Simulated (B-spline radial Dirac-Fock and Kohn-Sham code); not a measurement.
**The M5 (3d5/2) hole of silver ions: width and yield against charge**

Calculated with an atomic code on a B-spline grid, using independent-particle radiative and Coulomb Auger rates from relativistic LDA hole-state orbitals, with Dirac-Fock energies. Tabulated ground configurations, configuration averages; single configurations, so decays that open only by mixing (as 1s 2s² with 1s 2p² in Be-like ions) are missing and such tiny yields are far too low.

```
 ion  configuration  radiative (eV)  non-radiative (eV)     yield
  Ag  [Kr] 4d10 5s1        8.19e-05               0.376  0.000218
 Ag⁺      [Kr] 4d10        8.19e-05               0.383  0.000214
Ag⁴⁺       [Kr] 4d7        8.88e-05               0.310  0.000286
Ag⁵⁺       [Kr] 4d6        9.21e-05               0.275  0.000335
Ag⁶⁺       [Kr] 4d5        9.57e-05               0.235  0.000407
Ag⁷⁺       [Kr] 4d4        9.97e-05               0.193  0.000516
```
